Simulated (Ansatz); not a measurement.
Br2HSb, SMILES `[Br][SbH][Br]`. The species carries charge 0 and has multiplicity 1. Sb takes the def2 core potential.

```json
{"atom": "Br1", "x (Å)": "-1.651", "y (Å)": "-1.261", "z (Å)": "-0.499"}
{"atom": "Sb2", "x (Å)": "-0.283", "y (Å)": "0.461", "z (Å)": "0.698"}
{"atom": "Br3", "x (Å)": "0.959", "y (Å)": "1.454", "z (Å)": "-1.238"}
{"atom": "H4", "x (Å)": "0.975", "y (Å)": "-0.654", "z (Å)": "1.039"}
```

Problem. What are the harmonic wavenumbers in cm⁻¹ at PBE0-D4/def2-TZVP (Ansatz, finite differences of forces, unscaled)? (Estimate.)

Solution. The calculation gave: 81, 251, 255, 597, 618, 1946.

Problem. Is this a minimum?

Solution. Yes, all 6 modes are real.

Problem. Give the ideal-gas thermochemistry at 298.15 K and 1 bar (rigid rotor, harmonic oscillator; point group Cs, symmetry number 1).

Solution. Zero-point energy 22.4 kJ/mol; H(298) − E = 37.7 kJ/mol; entropy 337.8 J/(mol·K), of which translation 179.2, rotation 124.3, vibration 34.2; G(298) − E = -63.0 kJ/mol. Modes under 100 cm⁻¹ are hindered rotations or soft bends, so the harmonic entropy is rough.

Problem. And at 400, 500, 600, 800 and 1000 K?

Solution. 
| T (K) | H − E (kJ/mol) | S (J/mol/K) | G − E (kJ/mol) |
| --- | --- | --- | --- |
| 400 | 44.5 | 357.4 | -98.4 |
| 500 | 51.5 | 373.0 | -135.0 |
| 600 | 58.8 | 386.2 | -173.0 |
| 800 | 73.8 | 407.8 | -252.4 |
| 1000 | 89.2 | 425.0 | -335.8 |
